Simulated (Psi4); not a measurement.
boroxine (H3B3O3), singlet, at a GFN2-xTB geometry; Psi4 with SVWN/STO-3G.

The Psi4 input:
```
memory 2 GB

molecule {
0 1
B    -0.62642433    1.18300324    0.24601012
O    -1.33948341    0.02486049    0.22970691
B    -0.71480732   -1.15811031   -0.01600341
O     0.62560781   -1.18146124   -0.24568946
B     1.34123166   -0.02489294   -0.23000671
O     0.71387560    1.15660075    0.01598255
H    -1.16486750    2.19985392    0.45746817
H    -1.32922010   -2.15356426   -0.02975915
H     2.49408760   -0.04628966   -0.42770903
}

set {
  basis sto-3g
}

energy('svwn')
print_variables()
```

What the program printed (banner, timings and long lists left out):

```
   => Loading Basis Set <=

    Name: STO-3G
    Role: ORBITAL
    Keyword: BASIS

         ---------------------------------------------------------
                                   SCF
               by Justin Turney, Rob Parrish, Andy Simmonett
                          and Daniel G. A. Smith
                              RKS Reference
         ---------------------------------------------------------

  ==> Geometry <==

    Molecular point group: c1
    Full point group: C1

    Geometry (in Angstrom), charge = 0, multiplicity = 1:

       Center              X                  Y                   Z               Mass
    ------------   -----------------  -----------------  -----------------  -----------------
         B           -0.626424331310     1.183003241310     0.246010120120    11.009305360000
         O           -1.339483411310     0.024860491310     0.229706910120    15.994914619570
         B           -0.714807321310    -1.158110308690    -0.016003409880    11.009305360000
         O            0.625607808690    -1.181461238690    -0.245689459880    15.994914619570
         B            1.341231658690    -0.024892938690    -0.230006709880    11.009305360000
         O            0.713875598690     1.156600751310     0.015982550120    15.994914619570
         H           -1.164867501310     2.199853921310     0.457468170120     1.007825032230
         H           -1.329220101310    -2.153564258690    -0.029759149880     1.007825032230
         H            2.494087598690    -0.046289658690    -0.427709029880     1.007825032230

  Running in c1 symmetry.

  Rotational constants: A =      0.19926  B =      0.19926  C =      0.09963 [cm^-1]
  Rotational constants: A =   5973.55885  B =   5973.55883  C =   2986.77942 [MHz]
  Nuclear repulsion =  203.339198193984458

  Charge       = 0
  Multiplicity = 1
  Electrons    = 42
  Nalpha       = 21
  Nbeta        = 21

  ==> Algorithm <==

  SCF Algorithm Type is DF.
  DIIS enabled.
  MOM disabled.
  Fractional occupation disabled.
  Guess Type is SAD.
  Energy threshold   = 1.00e-06
  Density threshold  = 1.00e-06
  Integral threshold = 1.00e-12

  ==> Primary Basis <==

  Basis Set: STO-3G
    Blend: STO-3G
    Number of shells: 21
    Number of basis functions: 33
    Number of Cartesian functions: 33
    Spherical Harmonics?: true
    Max angular momentum: 1

  ==> DFT Potential <==

   => LibXC <=

    Version 7.1.2
[...]
   @DF-RKS iter   1:  -296.62350092454545   -1.97810e+00   7.11719e-03 DIIS/ADIIS
   @DF-RKS iter   2:  -296.59306682505928    3.04341e-02   1.04192e-02 DIIS/ADIIS
   @DF-RKS iter   3:  -296.66113800050795   -6.80712e-02   1.54046e-03 DIIS/ADIIS
   @DF-RKS iter   4:  -296.66292413602264   -1.78614e-03   1.52113e-04 DIIS/ADIIS
   @DF-RKS iter   5:  -296.66294249375835   -1.83577e-05   8.50878e-06 DIIS
   @DF-RKS iter   6:  -296.66294253970830   -4.59499e-08   4.25840e-07 DIIS
  Energy and wave function converged.

  ==> Post-Iterations <==

   Electrons on quadrature grid:
      Ntotal   =   41.9999896362 ; deviation = -1.036e-05

    Orbital Energies [Eh]
    ---------------------

    Doubly Occupied:

[...]
    Virtual:

[...]
    Final Occupation by Irrep:
              A
    DOCC [    21 ]
    NA   [    21 ]
    NB   [    21 ]

  @DF-RKS Final Energy:  -296.66294253970830

   => Energetics <=

    Nuclear Repulsion Energy =            203.3391981939844584
    One-Electron Energy =                -811.6514897848837791
    Two-Electron Energy =                 349.3652345751161192
    DFT Exchange-Correlation Energy =     -37.7158855239250528
    Empirical Dispersion Energy =           0.0000000000000000
    VV10 Nonlocal Energy =                  0.0000000000000000
    Total Energy =                       -296.6629425397082969

Computation Completed

Properties will be evaluated at   0.000000,   0.000000,   0.000000 [a0]

Properties computed using the SCF density matrix

 Multipole Moments:

 ------------------------------------------------------------------------------------
     Multipole            Electronic (a.u.)      Nuclear  (a.u.)        Total (a.u.)
 ------------------------------------------------------------------------------------

 L = 1.  Multiply by 2.5417464519 to convert [e a0] to [Debye]
 Dipole X            :          0.0000083           -0.0000000            0.0000083
 Dipole Y            :         -0.0000367            0.0000000           -0.0000367
 Dipole Z            :         -0.0000057           -0.0000000           -0.0000057
 Magnitude           :                                                    0.0000380

 ------------------------------------------------------------------------------------

  Variable Map:
  ----------------------------------------------------------------------------
[...]
  Array Variable Map:
  ----------------------------------------------------------------------------
[...]
[...]
```
